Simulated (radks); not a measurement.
Q: Pd III, 44 electrons, occupied as [Ar] 3d10 4s2 4p4 4d8 4f2 (not the ground configuration). All-electron calculation, scalar-relativistic Kohn-Sham, exchange-only r2SCAN, spin-polarised, spherical densities, finite nucleus; open shells are filled with parallel spins first (spin-orbit coupling, left out, can overturn this in heavy ions); meta-GGA in the generalised Kohn-Sham scheme; Fermi nuclear charge, rms radius 4.5318 fm. Program: a radial shooting solver on a logarithmic mesh with Libxc functionals. Some entries of the table are withheld. Estimate them.

orbital  occ.  eigenvalue (hartree)  <r> (bohr)
1s up       1             -891.8234     0.03186
1s down     1             -891.7971     0.03186
2s up       1             -132.3024      0.1383
2s down     1             -132.2702      0.1382
2p up       3             -118.7060      0.1206
2p down     3             -118.6671      0.1206
3s up       1             -25.55505      0.3781
3s down     1             -25.52965      0.3781
3p up       3             -21.04227      0.3778
3p down     3             -21.00877      0.3777
3d up       5             -13.89255      0.3573
3d down     5             -13.84620      0.3570
4s up       1              -4.98829      0.9308
4s down     1              -4.73220      0.9331
4p up       3              -3.65483       1.006
4p down     1              -3.40865       1.013
4d up       5              -1.68591       1.225
4d down     3              -1.47748       1.259
5s up       0                   (1)         (2)
5s down     0                   (3)         (4)
5p up       0              -0.74976         (5)
5p down     0              -0.64895         (6)
5d up       0              -0.40597       3.939
4f up       2              -0.25635       4.274
5f up       0              -0.13568       8.528

A: 
(1) 5s up eigenvalue (hartree): -1.03796
(2) 5s up <r> (bohr): 2.334
(3) 5s down eigenvalue (hartree): -0.93729
(4) 5s down <r> (bohr): 2.338
(5) 5p up <r> (bohr): 2.757
(6) 5p down <r> (bohr): 2.744
